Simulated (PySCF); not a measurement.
Species: C₆H₁₁P₂ (charge +1).
Bonds: C1–C2 (triple), C2–P3, P3–C4, C4–C5 (double), P3–C6, C6–P7, P7–C8. Hydrogens: H9 on C1; H10 on C4; H11, H12 on C5; H13, H14 on C6; H15, H16 on P7; H17, H18, H19 on C8.

The same species was optimised twice, with GFN2-xTB and with PBE0-D3(BJ)/def2-SVP (PySCF), and the same property calculations (PySCF, gas phase) were run on both structures.

```
     coordinate  GFN2-xTB  PBE0-D3(BJ)/def2-SVP  change
      P3–C6 (Å)     1.935                 1.900  -0.035
      C1≡C2 (Å)     1.204                 1.217  +0.013
      C4=C5 (Å)     1.323                 1.335  +0.012
      P7–C8 (Å)     1.803                 1.797  -0.006
      C2–P3 (Å)     1.771                 1.767  -0.004
      P3–C4 (Å)     1.820                 1.817  -0.003
      C6–P7 (Å)     1.796                 1.793  -0.003
   P3–C6–P7 (°)     106.7                 111.3    +4.6
   C2–P3–C6 (°)      93.9                  97.2    +3.3
   C2–P3–C4 (°)     100.3                 103.1    +2.8
   C4–P3–C6 (°)      96.7                  98.2    +1.5
   C1–C2–P3 (°)     172.8                 174.1    +1.3
   P3–C4–C5 (°)     124.6                 125.7    +1.1
   C6–P7–C8 (°)     114.3                 114.7    +0.4
C2–P3–C4–C5 (°)       -28                    -9     +19
C2–P3–C6–P7 (°)        57                    68     +11
P3–C6–P7–C8 (°)       154                   177     +23
```

Rotational constants: A = 2620, B = 801.2, C = 674.6 MHz (GFN2-xTB) against A = 2408, B = 774.6, C = 659.1 MHz (PBE0-D3(BJ)/def2-SVP). Point groups within 0.08 Å: C1 and C1.

On the GFN2-xTB structure: HOMO (eV) -10.76 [PBE0/pcSseg-1]; LUMO (eV) -4.68 [PBE0/pcSseg-1]; GIAO shielding of C1 (ppm) 68.4 [PBE0/pcSseg-1]; GIAO shielding of C2 (ppm) 105.8 [PBE0/pcSseg-1]; GIAO shielding of P3 (ppm) 359.4 [PBE0/pcSseg-1]; GIAO shielding of C4 (ppm) 52.5 [PBE0/pcSseg-1]; GIAO shielding of C5 (ppm) 43.2 [PBE0/pcSseg-1]; GIAO shielding of C6 (ppm) 169.5 [PBE0/pcSseg-1]; GIAO shielding of P7 (ppm) 373.3 [PBE0/pcSseg-1]; GIAO shielding of C8 (ppm) 183.1 [PBE0/pcSseg-1].

**Question.** What do these properties become on the PBE0-D3(BJ)/def2-SVP structure?

**Answer.** 
```csv
property,level,on GFN2-xTB,on PBE0-D3(BJ)/def2-SVP,change
HOMO (eV),PBE0/pcSseg-1,-10.76,-10.59,+0.17
LUMO (eV),PBE0/pcSseg-1,-4.68,-4.61,+0.07
"energy, GFN2-xTB geometry as zero (kcal/mol)",PBE0/pcSseg-1,0.0,-3.0,-3.0
GIAO shielding of C1 (ppm),PBE0/pcSseg-1,68.4,65.5,-2.9
GIAO shielding of C2 (ppm),PBE0/pcSseg-1,105.8,107.5,+1.7
GIAO shielding of P3 (ppm),PBE0/pcSseg-1,359.4,364.6,+5.2
GIAO shielding of C4 (ppm),PBE0/pcSseg-1,52.5,53.1,+0.6
GIAO shielding of C5 (ppm),PBE0/pcSseg-1,43.2,38.0,-5.2
GIAO shielding of C6 (ppm),PBE0/pcSseg-1,169.5,164.9,-4.6
GIAO shielding of P7 (ppm),PBE0/pcSseg-1,373.3,367.9,-5.4
GIAO shielding of C8 (ppm),PBE0/pcSseg-1,183.1,182.4,-0.7
```

The heavy atoms differ by 0.205 Å rms after alignment. Among bonds between heavy atoms P3–C6 changes most (-0.035 Å). Changes are differences of the printed values. Neither structure is proved a minimum here. Geometry: PBE0-D3(BJ)/def2-SVP, one conformer, isolated ion.

The values belong to the conformer `[CH:1]#[C:2][P:3]([CH:4]=[CH2:5])[CH2:6][PH2+:7][CH3:8]`: C2–P3–C4–C5 -9°, C2–P3–C6–P7 68°, P3–C6–P7–C8 177°.
